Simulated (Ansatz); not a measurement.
`C=CCC=O` and `C=C[CH2][GeH3]` differ in one atom or group.

Ansatz, PBE0-D4/def2-TZVP geometries, multiplicity 1. Each molecule was computed in one conformer, which needn't be the lowest.

Scalar relativity is left out up to krypton.

| property | `C=CCC=O` |
| --- | --- |
| HOMO–LUMO gap (B3LYP/def2-TZVPP) / eV | 6.21 |
| HOMO–LUMO gap (ωB97M-V/def2-TZVPP) / eV | 11.38 |
| ideal-gas entropy at 298 K and 1 bar (rigid rotor, harmonic PBE0-D4/def2-TZVP) / J/(mol·K) | 316 |
| HOMO energy (B3LYP/def2-TZVPP) / eV | -7.20 |
| LUMO energy (PBE0/def2-TZVPP) / eV | -0.69 |
| LUMO energy (PBE/def2-TZVPP) / eV | -1.91 |

(1) What does the change do to each property? (Estimate.)

## Answers

(1) Computed: 
| property | `C=C[CH2][GeH3]` | shift |
| --- | --- | --- |
| HOMO–LUMO gap (B3LYP/def2-TZVPP) / eV | 6.77 | 0.56 |
| HOMO–LUMO gap (ωB97M-V/def2-TZVPP) / eV | 11.41 | 0.03 |
| ideal-gas entropy at 298 K and 1 bar (rigid rotor, harmonic PBE0-D4/def2-TZVP) / J/(mol·K) | 333 | 17 |
| HOMO energy (B3LYP/def2-TZVPP) / eV | -6.90 | 0.30 |
| LUMO energy (PBE0/def2-TZVPP) / eV | 0.11 | 0.80 |
| LUMO energy (PBE/def2-TZVPP) / eV | -0.88 | 1.03 |

With PBE0 the HOMO rises by 0.31 eV and the LUMO rises by 0.80 eV, so the gap widens by about 0.49 eV. PBE moves the HOMO by -0.14 eV and ωB97M-V by 0.47 eV. The zero-point energy changes by 10.8 kJ/mol with +3 modes.

B3LYP here is the variant with VWN-RPA as its local correlation; programs differ in this.

Positive LUMOs are unbound, so they and the gaps depend on the basis.
